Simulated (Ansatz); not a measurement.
Input file for `FB(F)N([SiH3])[SiH3]`:

```yaml
crystal:
  periodic: [false, false, false]
  atoms:
    - {symbol: F, position_ang: [1.386323, -2.194425, 0.639447]}
    - {symbol: B, position_ang: [0.356032, -1.394485, 0.878099]}
    - {symbol: F, position_ang: [-0.443035, -1.740152, 1.887470]}
    - {symbol: N, position_ang: [0.087009, -0.232096, 0.126469]}
    - {symbol: Si, position_ang: [-1.320252, 0.731310, 0.552728]}
    - {symbol: Si, position_ang: [1.077951, 0.309067, -1.215526]}
    - {symbol: H, position_ang: [-1.344438, 1.861315, -0.411468]}
    - {symbol: H, position_ang: [-2.564779, -0.062965, 0.419986]}
    - {symbol: H, position_ang: [-1.203086, 1.257655, 1.933601]}
    - {symbol: H, position_ang: [1.576273, 1.679598, -0.935719]}
    - {symbol: H, position_ang: [0.255117, 0.352413, -2.450939]}
    - {symbol: H, position_ang: [2.213984, -0.622337, -1.390148]}
basis:
  gaussian: {orbitals: def2-SVP}
correlation: {method: ccsd_t}
```

```sh
$ ansatz run in.yaml --threads 4 --pin off --events-out ev --progress --plain --max-ram 11315MiB
```

Output of Ansatz, abridged:

```
Functional definition: HF
1175 factors; integrals over basis functions are off by at most 1.1e-3 eV
mean field evaluation 1: about -23376.0533 eV, gradient 3.9e1 eV
mean field evaluation 2: about -23376.1096 eV, gradient 3.9e1 eV
mean field evaluation 4: about -23379.5700 eV, gradient 3.3e0 eV
mean field evaluation 8: about -23379.6132 eV, gradient 2.3e-1 eV
mean field -23379.61332668 eV, -859.1849424844 hartree, gradient 9.7e-7 eV, S^2 0.000000; 0 other end points of the search recorded, 0 dependent functions left out
14 core orbitals not correlated: weight in the atoms' cores, before any rotation towards them, 1.000 or more for the frozen orbitals, at most 0.000 for the correlated occupied ones
reference -23379.61332668 eV, -859.1849424844 hartree; 18, 18 occupied and 90, 90 virtual orbitals, 1175 factors
second order -22.05090318 eV of doubles, -0.00000000 eV of singles
cycle   1  -22.78484196 eV  change   -7.3e-1 eV  update   1.1e-1
cycle   2  -23.38697447 eV  change   -6.0e-1 eV  update   3.2e-2
cycle   3  -23.52280200 eV  change   -1.4e-1 eV  update   1.6e-2
cycle   4  -23.51550188 eV  change    7.3e-3 eV  update   3.3e-3
cycle   5  -23.51330036 eV  change    2.2e-3 eV  update   1.2e-3
cycle   6  -23.51352146 eV  change   -2.2e-4 eV  update   3.1e-4
cycle   7  -23.51338155 eV  change    1.4e-4 eV  update   9.0e-5
cycle   8  -23.51332239 eV  change    5.9e-5 eV  update   2.8e-5
cycle   9  -23.51332596 eV  change   -3.6e-6 eV  update   9.4e-6
perturbative correction -0.51874390 eV, -0.0190634866 hartree
Total energy: -23403.64539654 eV, -860.0681047621 hartree
```

Run time 10 s (4 threads of an Arm Neoverse V2 on a shared host); peak host memory 0.7 GiB.

The correlation energy is -24.032 eV, 2.2 % of it from (T); the T1 diagnostic reads 0.0122.
